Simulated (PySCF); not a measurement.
SMILES C1=PC=CC=C1O, C5H5OP

Molfile (atoms numbered from 1):
```
C5H5OP
     RDKit          3D

 12 12  0  0  0  0  0  0  0  0999 V2000
    2.3899    0.4567   -0.3104 O   0  0  0  0  0  0  0  0  0  0  0  0
    1.0496    0.2003   -0.1292 C   0  0  0  0  0  0  0  0  0  0  0  0
    0.1557    1.2323    0.2230 C   0  0  0  0  0  0  0  0  0  0  0  0
   -1.2163    1.0122    0.4138 C   0  0  0  0  0  0  0  0  0  0  0  0
   -1.8306   -0.2395    0.2756 C   0  0  0  0  0  0  0  0  0  0  0  0
   -0.9945   -1.7202   -0.1506 P   0  0  0  0  0  0  0  0  0  0  0  0
    0.6423   -1.1297   -0.3144 C   0  0  0  0  0  0  0  0  0  0  0  0
    2.5602    1.4098   -0.1575 H   0  0  0  0  0  0  0  0  0  0  0  0
    0.5487    2.2493    0.3527 H   0  0  0  0  0  0  0  0  0  0  0  0
   -1.8343    1.8776    0.6868 H   0  0  0  0  0  0  0  0  0  0  0  0
   -2.9118   -0.3092    0.4459 H   0  0  0  0  0  0  0  0  0  0  0  0
    1.4214   -1.8523   -0.5861 H   0  0  0  0  0  0  0  0  0  0  0  0
  1  2  1  0
  2  3  1  0
  3  4  2  0
  4  5  1  0
  5  6  2  0
  6  7  1  0
  7  2  2  0
  1  8  1  0
  3  9  1  0
  4 10  1  0
  5 11  1  0
  7 12  1  0
M  END
```

Computed, not measured: PySCF, UKS PBE/6-31+G* four-point reorganisation energy, gas phase. Geometry: PBE/6-31+G*.

What is the inner reorganisation energy for hole transfer, with the ionisation energy?

λ = 0.149 (surface of the oxidised species) + 0.159 (surface of the starting species) = 0.308 eV. The ionisation energy is 8.57 eV vertical and 8.43 eV adiabatic without zero-point energy; at the relaxed geometry of the oxidised species the two energies differ by 8.27 eV. Largest bond changes: C5–P6 1.753 → 1.817 Å, O1–C2 1.377 → 1.331 Å, C2–C3 1.410 → 1.450 Å, P6–C7 1.748 → 1.727 Å, C7–C2 1.403 → 1.419 Å. ⟨S²⟩ of the relaxed oxidised species 0.757.
